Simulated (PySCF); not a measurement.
Species: C2H10AlAs.
Numbering: `[CH3:1][CH2:2][AlH2-:3][AsH3+:4]` (hydrogens: H5, H6, H7 on C1; H8, H9 on C2; H10, H11 on Al3; H12, H13, H14 on As4)

Computed by this run: PBE0-D3(BJ)/def2-SVP geometry optimisation, gas phase in PySCF; density fitting, grid level 1; the optimiser is geomeTRIC in internal coordinates, started from a GFN2-xTB structure with every atom displaced at random (about 0.01 Å).

Step 0: E = -69650.0887 eV
```
atom  x, y, z in Å  |  force x, y, z in eV/Å
C1     -1.5622   -0.1453   -0.9524   -1.114   1.172   0.157
C2     -1.4808   -0.0942    0.5773    0.207   0.189  -0.366
Al3     0.0924    1.0934    0.8797   -0.574  -0.552   0.603
As4     1.9565   -0.7102    0.0870   -1.169   0.094  -0.328
H5     -2.3472   -0.8223   -1.3187    0.049  -0.202  -0.130
H6     -1.8250    0.8785   -1.3409    0.242  -0.703   0.044
H7     -0.6079   -0.4174   -1.3957    0.389  -0.242  -0.379
H8     -1.2950   -1.1160    0.9324    0.112  -0.122   0.360
H9     -2.4508    0.2084    1.0108    0.126   0.106  -0.007
H10     0.5020    2.0837   -0.2545    0.064   0.310  -0.489
H11     0.8467    1.3680    2.2460    0.061  -0.065   0.290
H12     2.5659    0.1105   -0.9654    0.372   0.591  -0.829
H13     3.0716   -0.4974    0.9643    1.361   0.216   1.275
H14     2.5269   -1.9548   -0.4774   -0.125  -0.791  -0.200
```

Step 1: E = -69650.3589 eV
```
atom  x, y, z in Å  |  force x, y, z in eV/Å
C1     -1.6586   -0.1570   -0.9774   -0.311   0.460   0.141
C2     -1.4933   -0.0628    0.5492    0.138  -0.058  -0.459
Al3     0.0996    1.0724    0.8961   -0.271  -0.240   0.231
As4     2.0499   -0.6722    0.1083    0.442   0.326  -0.175
H5     -2.4730   -0.8338   -1.2838    0.072  -0.126  -0.022
H6     -1.9046    0.8343   -1.4056    0.083  -0.148   0.003
H7     -0.7287   -0.4815   -1.4701    0.009  -0.125  -0.098
H8     -1.3162   -1.0840    0.9296   -0.017   0.047   0.255
H9     -2.4373    0.2842    1.0049    0.098   0.034   0.078
H10     0.5399    2.0882   -0.2429    0.008   0.111  -0.169
H11     0.8291    1.2998    2.2994   -0.052  -0.067   0.116
H12     2.7099    0.1697   -0.9564    0.011   0.071  -0.149
H13     3.2228   -0.5121    1.0424    0.045  -0.076   0.188
H14     2.5534   -1.9603   -0.5014   -0.257  -0.210   0.061
```

Step 2: E = -69650.4439 eV
```
atom  x, y, z in Å  |  force x, y, z in eV/Å
C1     -1.6961   -0.1653   -0.9894   -0.121   0.035   0.157
C2     -1.4905   -0.0532    0.5308    0.139  -0.030  -0.353
Al3     0.0953    1.0747    0.8995   -0.072  -0.099   0.066
As4     2.1063   -0.6270    0.0988    0.497   0.321  -0.189
H5     -2.5159   -0.8523   -1.2600    0.023  -0.039  -0.010
H6     -1.9379    0.8108   -1.4412    0.023   0.004   0.024
H7     -0.7878   -0.5232   -1.5045   -0.003  -0.048  -0.008
H8     -1.3140   -1.0593    0.9530   -0.039   0.021   0.080
H9     -2.4146    0.3125    1.0088    0.019   0.063   0.065
H10     0.5381    2.1227   -0.2287   -0.012   0.018  -0.025
H11     0.7842    1.2751    2.3331   -0.067  -0.058   0.037
H12     2.8372    0.1817   -0.9574   -0.066   0.002   0.007
H13     3.2689   -0.5656    1.0690   -0.070  -0.066   0.064
H14     2.5199   -1.9467   -0.5194   -0.251  -0.126   0.087
```

Task: Estimate the geometry and energy of step 3. (The exact step hangs on the optimiser's Hessian estimate; all steps are aligned on step 2, rigid shifts and turns removed.)

Result: E = -69650.5460 eV, largest force 0.403 eV/Å
```
atom  x, y, z in Å  |  force x, y, z in eV/Å
C1     -1.7645   -0.2089   -1.0060    0.069  -0.395  -0.045
C2     -1.4648   -0.0367    0.4788    0.129  -0.020   0.145
Al3     0.1043    1.0843    0.8911    0.247   0.077  -0.182
As4     2.2223   -0.4871    0.0444    0.222   0.150   0.051
H5     -2.6049   -0.9010   -1.1932   -0.061   0.110   0.002
H6     -1.9960    0.7460   -1.4960   -0.050   0.101  -0.032
H7     -0.9061   -0.6415   -1.5550   -0.007   0.092   0.065
H8     -1.2960   -1.0117    0.9743   -0.046  -0.047  -0.092
H9     -2.3379    0.3802    1.0117   -0.065   0.066  -0.032
H10     0.5664    2.2186   -0.1641   -0.083  -0.042   0.121
H11     0.6793    1.1880    2.3870   -0.040  -0.017  -0.029
H12     3.1540    0.1814   -0.9511   -0.129  -0.019   0.034
H13     3.2843   -0.6497    1.1193   -0.103  -0.070  -0.077
H14     2.3523   -1.8769   -0.5488   -0.084   0.014   0.071
```

The energy changes by -0.1021 eV. The first-order estimate −F·Δx gives -0.1783 eV and the mean of the old and new forces, exact on a quadratic surface, -0.0966 eV. The step makes an angle of 67° with the force vector and moves no atom by more than 0.317 Å.

The cost below is that of the whole optimisation. Time: 87 s of wall time; peak memory 0.54 GiB. Hardware: one thread, Arm Neoverse V1 (aarch64) (shared host).
